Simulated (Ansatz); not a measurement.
`[CH3][V](=[O])([F])[Cl]` + H₂O → `[O]=[V]([OH])([F])[Cl]` + CH₄ at 298.15 K and 1 bar (formal hydrolysis of a V–C bond).

Program: Ansatz. Geometries: PBE0-D4/def2-TZVP. ΔE: electronic, gas phase. CCSD(T)/CBS is the MP2 limit (def2-TZVPP, def2-QZVPP) plus CCSD(T) − MP2 in def2-TZVPP, frozen cores. This one scheme is used for every species. For V outer-core shells are correlated without core-valence functions, which leaves a few kJ/mol of doubt a bond. Scalar relativity is left out up to krypton. One conformer a species, not always the lowest.

```
                  species  CCSD(T)/CBS energy (Eh)  H − E (kJ/mol)  S (J/(mol·K))
`[CH3][V](=[O])([F])[Cl]`              -1618.18468           133.4          350.1
                      H₂O                -76.37941            66.4          188.7
 `[O]=[V]([OH])([F])[Cl]`              -1654.14507            75.0          333.5
                      CH₄                -40.46206           127.4          186.2
```

H − E and S are ideal-gas, rigid-rotor, harmonic terms from PBE0-D4/def2-TZVP, for one conformer and one mirror image of each species. 1 Eh = 2625.50 kJ/mol, R = 8.31446 J/(mol·K).

Q: By hand: ΔE, ΔH, ΔS and ΔG.

A: ΔE = (-1654.14507) + (-40.46206) − (-1618.18468) − (-76.37941) = -0.04304 Eh = -113.0 kJ/mol. Δ(H − E) = 75.0 + 127.4 − 133.4 − 66.4 = 2.6, so ΔH = -110.4 kJ/mol. ΔS = 333.5 + 186.2 − 350.1 − 188.7 = -19.1 J/(mol·K). ΔG = -110.4 − 298.15 × (-19.1)/1000 = -104.7 kJ/mol.

Q: By hand: the equilibrium constant, and the temperature at which ΔG would vanish if ΔH and ΔS stayed fixed.

A: log₁₀ K = −ΔG/(RT ln 10) = 18.3. ΔG = 0 at ΔH/ΔS = 5780 K, far beyond where these terms or the molecules hold.

ΔH outweighs TΔS. A doubt of 5 kJ/mol in ΔE shifts log₁₀ K by 0.9 here. Other conformers and mirror images would add mixing entropy, several J/(mol·K) or more a flexible species. These are equilibria of isolated gas molecules and say nothing of rates. Largest T1 diagnostic: 0.032 (customary marks: 0.02 for closed shells, 0.045 for open ones).
